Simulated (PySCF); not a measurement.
Isomers of [C8H16OP]+, one conformer each; single-point electronic energies without zero-point terms and without any empirical dispersion term.

Level: PBE0/pcSseg-1 in PySCF, non-relativistic, each on one gas-phase PBE0-D3(BJ)/def2-SVP geometry that isn't relaxed in the solvent. The solvent is an IEF-PCM continuum (Bondi radii, 1.10 Å for H, scaled by 1.2). Only the electrostatic response of the medium enters.

```csv
isomer,"relative energy, gas (kcal/mol)"
`CC[P+]1(C)CCC(=O)CC1`,0.0
`C1C[P+](C(C)=C)(CCO1)C`,24.1
```

Question: How do the relative energies look in chloroform (ε = 4.711)?

Answer: 
| isomer | relative energy, solvent (kcal/mol) | E(solvent) − E(gas) (kcal/mol) |
| --- | --- | --- |
| `CC[P+]1(C)CCC(=O)CC1` | 0.0 | -45.6 |
| `C1C[P+](C(C)=C)(CCO1)C` | 29.1 | -40.6 |

The order is unchanged. Conformers: `[CH3:1][CH2:2][P+:3]1([CH3:4])[CH2:5][CH2:6][C:7](=[O:8])[CH2:9][CH2:10]1` (charge +1) with C1–C2–P3–C4 -177°, C2–P3–C5–C6 177°, P3–C5–C6–C7 -40°, C5–C6–C7–O8 157°, C6–C7–C9–C10 68°; `[CH2:1]=[C:2]([CH3:3])[P+:4]1([CH3:5])[CH2:6][CH2:7][O:8][CH2:9][CH2:10]1` (charge +1) with C1–C2–P4–C5 -153°, C2–P4–C6–C7 97°, P4–C6–C7–O8 -37°, C6–C7–O8–C9 85°, C7–O8–C9–C10 -47°. `CC[P+]1(C)CCC(=O)CC1` gains most from the continuum. The gains span 5.0 kcal/mol, the gas-phase energies 24.1 kcal/mol.
